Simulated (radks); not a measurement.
Valence configurations of Ag IV (all share [Kr]). Method: scalar-relativistic Kohn-Sham, r2SCAN, spin-polarised, spherical densities, finite nucleus; open shells are filled with parallel spins first (spin-orbit coupling, left out, can overturn this in heavy ions); meta-GGA in the generalised Kohn-Sham scheme; Fermi nuclear charge, rms radius 4.5454 fm; computed with a radial shooting solver on a logarithmic mesh with Libxc functionals. Order these by energy: 4d6 5s1 5p1; 4d8; 4d7 5p1; 4d6 5p2; 4d7 5s1; 4d7 5s0.5 5p0.5; 4d5 5s1 5p2; 4d6 5s2.

Answer. From the lowest, in eV above it: 4d8 0.000; 4d7 5s1 11.897; 4d7 5s0.5 5p0.5 16.227; 4d7 5p1 20.470; 4d6 5s2 27.417; 4d6 5s1 5p1 33.349; 4d6 5p2 42.487; 4d5 5s1 5p2 56.493. NIST lists [Kr] 4d8 as the ground configuration; this level of theory agrees among the configurations tried. The energies are those of spherical high-spin densities, not of single terms.
